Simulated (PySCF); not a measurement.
C2H8AsB, SMILES CB(C)[AsH2]. Atoms are numbered in the order given.

```xyz
12

B      0.7204     0.6094    -0.2222
As    -0.7809    -0.6651     0.2673
H     -0.2959    -1.8642    -0.5297
H     -1.7899    -0.1988    -0.7689
C      0.3791     2.0890    -0.6129
H      1.1515     2.8118    -0.3035
H     -0.6107     2.4464    -0.2931
H      0.3718     2.1037    -1.7210
C      2.2104     0.1441    -0.0719
H      2.8675     0.6259    -0.8149
H      2.3815    -0.9416    -0.0832
H      2.5540     0.5199     0.9120
```

Geometry optimised at PBE0-D3(BJ)/def2-SVP. This is a generated structure with no PubChem entry under its InChIKey; it may be hypothetical.

Calculation: TDDFT-PBE/def2-SVPD run with PySCF 2.14.0.

Vertical excitations. Gas-phase values at a fixed geometry.

```json
[
 {"state": "S1", "energy (eV)": "4.39", "λ (nm)": "282", "f": "0.046", "main pairs": "HOMO→LUMO 97 %"},
 {"state": "S2", "energy (eV)": "5.49", "λ (nm)": "226", "f": "0.058", "main pairs": "HOMO→LUMO+1 99 %"},
 {"state": "S3", "energy (eV)": "5.75", "λ (nm)": "215", "f": "0.039", "main pairs": "HOMO−1→LUMO 94 %"},
 {"state": "S4", "energy (eV)": "5.96", "λ (nm)": "208", "f": "0.003", "main pairs": "HOMO−2→LUMO 99 %"},
 {"state": "S5", "energy (eV)": "6.08", "λ (nm)": "204", "f": "0.011", "main pairs": "HOMO→LUMO+2 96 %"},
 {"state": "S6", "energy (eV)": "6.66", "λ (nm)": "186", "f": "0.033", "main pairs": "HOMO→LUMO+3 81 %, HOMO→LUMO+4 16 %"},
 {"state": "S7", "energy (eV)": "6.89", "λ (nm)": "180", "f": "0.006", "main pairs": "HOMO→LUMO+5 68 %, HOMO−3→LUMO 27 %"},
 {"state": "S8", "energy (eV)": "6.90", "λ (nm)": "180", "f": "0.003", "main pairs": "HOMO−3→LUMO 69 %, HOMO→LUMO+5 28 %"},
 {"state": "S9", "energy (eV)": "6.98", "λ (nm)": "178", "f": "0.113", "main pairs": "HOMO−1→LUMO+1 61 %, HOMO→LUMO+4 27 %"},
 {"state": "S10", "energy (eV)": "7.07", "λ (nm)": "175", "f": "0.125", "main pairs": "HOMO→LUMO+4 48 %, HOMO−1→LUMO+1 36 %"},
 {"state": "T1", "energy (eV)": "3.56", "λ (nm)": "348", "f": "0", "main pairs": "HOMO→LUMO 99 %"},
 {"state": "T2", "energy (eV)": "5.20", "λ (nm)": "238", "f": "0", "main pairs": "HOMO−1→LUMO 98 %"},
 {"state": "T3", "energy (eV)": "5.26", "λ (nm)": "236", "f": "0", "main pairs": "HOMO→LUMO+1 97 %"},
 {"state": "T4", "energy (eV)": "5.47", "λ (nm)": "227", "f": "0", "main pairs": "HOMO→LUMO+2 81 %, HOMO−2→LUMO 16 %"}
]
```
Triplets are in the Tamm–Dancoff approximation, which puts them higher than full response would, so one can lie above its singlet here.
